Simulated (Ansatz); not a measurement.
GaH5O (`[OH2+][GaH3-]`), relaxed with RKS PBE-D4/def2-SVP in Ansatz 0.2.0 from a rough embedded geometry. The force threshold is 0.03 eV/Å; the program also tests the step.

Charge 0, multiplicity 1.

Start:

```xyz
7

O    -1.200   -0.318    0.008
Ga    0.622   -0.001   -0.169
H    -1.603    0.517   -0.240
H    -1.293   -0.495    0.980
H     1.446   -1.345    0.228
H     1.004    0.441   -1.678
H     1.024    1.201    0.871
```

Problem. How much energy does the relaxation release, and in how many steps? (An estimate is asked.)

Solution. Ansatz gave: 18.46 kcal/mol, in 7 steps.

Problem. Which bonds change most? (Best estimate.)

Solution. Computed: O1–Ga2 from 1.857 to 2.202 Å; Ga2–H7 from 1.640 to 1.595 Å; Ga2–H5 from 1.626 to 1.585 Å; Ga2–H6 from 1.618 to 1.585 Å.

Problem. Give the relaxed structure. (Estimate.)

Solution. Ansatz gave: 
```xyz
7

O    -1.210   -0.328    0.013
Ga    0.951    0.045   -0.185
H    -1.683    0.496   -0.217
H    -1.415   -0.476    0.957
H     1.426   -1.402    0.252
H     0.909    0.448   -1.718
H     1.022    1.216    0.897
```
